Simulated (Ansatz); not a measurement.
# Worked example: C2H3BrF2 + InH(CH3)Cl → C2H3ClF2 + InH(CH3)Br

Species: C2H3BrF2 `FCC(F)Br`, singlet; InH(CH3)Cl, singlet; C2H3ClF2 `FCC(F)Cl`, singlet; InH(CH3)Br, singlet. The partners trade Br for Cl: C–Br and In–Cl bonds give way to C–Cl and In–Br.

Shapes, held fixed at every level: PBE0-D4/def2-TZVP. Flexible molecules stand in one conformer, not always the lowest. Programs: Ansatz 0.2.0. Electronic energies: no zero-point or thermal term.

At CCSD(T)/def2-TZVPP; 1 Eh = 2625.50 kJ/mol:

| species | energy (Eh) |
| --- | --- |
| C2H3BrF2 | -2850.047770 |
| InH(CH3)Cl | -689.691849 |
| C2H3ClF2 | -737.070635 |
| InH(CH3)Br | -2802.675883 |

Task: Work out ΔE of the reaction at this level.

Result: 
1. Products less reactants: (-737.070635) + (-2802.675883) − [(-2850.047770) + (-689.691849)] = -0.006899 Eh = -18.1 kJ/mol.

Other levels give -26.0 (HF/def2-TZVPP) to -18.7 kJ/mol (CCSD/def2-TZVPP). No measured value is set beside it here. For atoms past krypton def2 sets carry core potentials with scalar relativity. Relativity is left out for Br unless named. Correlated rows may include outer-core shells of Br, In, which these sets cover unevenly.
